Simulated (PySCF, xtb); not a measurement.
Si(H)(Cl)(Et)(NH2) (C₂H₈ClNSi), SMILES CC[SiH](N)Cl. The values are those of a single conformer.

Harmonic wavenumbers (cm⁻¹) from GFN2-xTB (xtb 6.7.1) at its own minimum, in rising order: 57, 119, 147, 181, 195, 260, 280, 444, 496, 617, 675, 699, 736, 819, 910, 989, 1027, 1080, 1241, 1299, 1420, 1484, 1509, 1511, 1513, 2278, 2961, 2984, 3016, 3039, 3046, 3473, 3507.

Question: What does PBE-D3(BJ)/def2-SVP (PySCF 2.14.0) give at its own minimum? (Estimate from the structure and the level; the computed values follow.)

Answer: 72, 129, 177, 209, 235, 281, 327, 459, 519, 612, 655, 740, 799, 844, 892, 949, 952, 1025, 1201, 1212, 1344, 1378, 1423, 1427, 1498, 2186, 2968, 2972, 3023, 3051, 3062, 3478, 3572. Paired by order, the mean absolute difference is 39 cm⁻¹ and the zero-point energies are 62.9 and 62.4 kcal/mol.
